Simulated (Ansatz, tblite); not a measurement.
Cost and result up the ladder for the cluster Li₈S₄ (12 atoms). The state is a singlet with charge 0. Geometry: PBE0-D4/def2-SVP.

```csv
atom,x (Å),y (Å),z (Å)
Li1,2.244,0.339,-1.209
Li2,-1.697,-0.879,-0.792
Li3,-0.822,1.289,-2.062
Li4,0.472,-2.416,-0.708
Li5,-1.904,-0.030,1.721
Li6,1.308,-0.802,2.064
Li7,0.205,2.401,0.896
Li8,0.168,0.088,0.079
S9,0.361,-0.672,-2.192
S10,2.060,1.058,0.958
S11,-0.619,-1.867,1.233
S12,-1.778,1.492,0.012
```

Ansatz on 4 threads of Intel Xeon Platinum 8259CL on a shared host; xTB runs through tblite on one thread. Times are rough, summed over both states, and most runs start from the orbitals of an earlier one. PBE0-D4/def2-TZVP serves as the yardstick here, not as an exact answer. Differences are given only for rows in sets of like size (and for xTB, whose basis is part of the method), since another set adds its own error. The other state is a quintet at its own geometry, which has other bonds, so the gap mixes isomer and spin.

The xTB rows come from tblite. LC-ωPBE has ω = 0.4 bohr⁻¹. B3LYP takes the VWN-RPA correlation. Correlated methods freeze 20 core orbitals; core or outer-core shells of Li are correlated, in sets that lack core-valence functions. The rows differ in basis, and correlated rows in double-zeta sets carry the largest basis error. The structure comes from a short search, and lower isomers may exist.

Correlated methods converge slowly with the basis, most of all in double-zeta sets (MP2 moves by 0.21 eV from def2-SVP to def2-TZVP here).

xTB has no spin-polarisation term.

```json
{"level": "B3LYP-D4/def2-TZVP", "functions": "260", "quintet − singlet (eV)": "6.05", "difference from PBE0-D4/def2-TZVP (eV)": "0.20"}
{"level": "PBE0-D4/def2-TZVP (with forces)", "functions": "260", "quintet − singlet (eV)": "5.84", "difference from PBE0-D4/def2-TZVP (eV)": "0.00"}
{"level": "MP2/def2-TZVP", "functions": "260", "quintet − singlet (eV)": "6.68", "difference from PBE0-D4/def2-TZVP (eV)": "0.84"}
{"level": "HF/STO-3G", "functions": "76", "quintet − singlet (eV)": "5.73", "difference from PBE0-D4/def2-TZVP (eV)": "–"}
{"level": "GFN1-xTB", "functions": "68", "quintet − singlet (eV)": "3.57", "difference from PBE0-D4/def2-TZVP (eV)": "-2.27"}
{"level": "GFN2-xTB", "functions": "68", "quintet − singlet (eV)": "4.25", "difference from PBE0-D4/def2-TZVP (eV)": "-1.59"}
{"level": "r2SCAN-D4/def2-TZVP", "functions": "260", "quintet − singlet (eV)": "5.71", "difference from PBE0-D4/def2-TZVP (eV)": "-0.13"}
{"level": "LC-ωPBE/def2-TZVP", "functions": "260", "quintet − singlet (eV)": "6.38", "difference from PBE0-D4/def2-TZVP (eV)": "0.54"}
{"level": "PBE-D4/def2-TZVP", "functions": "260", "quintet − singlet (eV)": "5.49", "difference from PBE0-D4/def2-TZVP (eV)": "-0.35"}
{"level": "CCSD(T)/def2-SVP", "functions": "144", "quintet − singlet (eV)": "6.11", "difference from PBE0-D4/def2-TZVP (eV)": "–"}
```

Problem. Estimate how long each takes.

Solution. GFN1-xTB 0.076 s; GFN2-xTB 0.13 s; HF/STO-3G 2.9 s; PBE-D4/def2-TZVP 19 s; MP2/def2-TZVP 30 s; r2SCAN-D4/def2-TZVP 38 s; B3LYP-D4/def2-TZVP 39 s; LC-ωPBE/def2-TZVP 41 s; PBE0-D4/def2-TZVP (with forces) 42 s; CCSD(T)/def2-SVP 3.4 min. On shared hardware such times vary by a factor of up to 3.
